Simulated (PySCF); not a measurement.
1,1-dibromoethene, C2H2Br2.
Z-matrix (Å and degrees, PBE0-D3(BJ)/def2-SVP geometry), rows numbered from 1:
```
C 
C   1  1.3309
Br  2  1.8792  1  122.48
Br  2  1.8796  1  122.42  3  -179.98
H   1  1.0916  2  120.36  3     0.05
H   1  1.0917  2  120.45  3  -179.98
```

Computed, not measured: EOM-IP-CCSD/aug-cc-pVDZ in PySCF, restricted Hartree–Fock reference, 20 core orbitals frozen, non-relativistic, gas phase, PBE0-D3(BJ)/def2-SVP geometry.

The vertical ionisation energies are 9.61, 10.52, 11.00, 11.47, 13.15, 13.28, 15.30, 16.17 eV.

Task: Which Hartree–Fock orbital leads each hole, and what is its Koopmans value −ε?

Result: 
```tsv
leading hole (HF orbital)	Koopmans (eV)	EOM-IP-CCSD (eV)	change (eV)	one-hole share
HOMO	9.94	9.61	-0.33	0.96
HOMO-1	11.24	10.52	-0.72	0.96
HOMO-2	11.76	11.00	-0.76	0.95
HOMO-3	12.26	11.47	-0.79	0.96
HOMO-4	13.96	13.15	-0.81	0.96
HOMO-5	14.28	13.28	-1.00	0.93
HOMO-6	16.74	15.30	-1.44	0.94
HOMO-7	17.69	16.17	-1.52	0.93
```

Task: Does the order of the lines follow the orbital energies?

Result: Yes, no two lines change places. The corrections run from -1.52 to -0.33 eV, with a mean of -0.92 eV over the 8 lines; no line lies above its Koopmans value.

Task: At what kinetic energies would He II light (40.81 eV) eject these electrons?

Result: 31.20 eV (HOMO), 30.29 eV (HOMO-1), 29.81 eV (HOMO-2), 29.34 eV (HOMO-3), 27.66 eV (HOMO-4), 27.53 eV (HOMO-5), 25.51 eV (HOMO-6), 24.64 eV (HOMO-7).

Task: What total energy has the lowest final state, and which wavelength reaches it?

Result: E(CCSD) + ionisation energy = -5222.23747 + 0.35333 = -5221.88414 Eh, at the geometry of the initial state. The threshold wavelength is 1239.84 eV nm/9.61 eV = 129.0 nm.

Lines less than 0.15 eV apart could change places at a higher level. One root was sought for each valence orbital with −ε under 21 eV, eight at most, so deeper holes and satellites are missing; no vibrational structure.
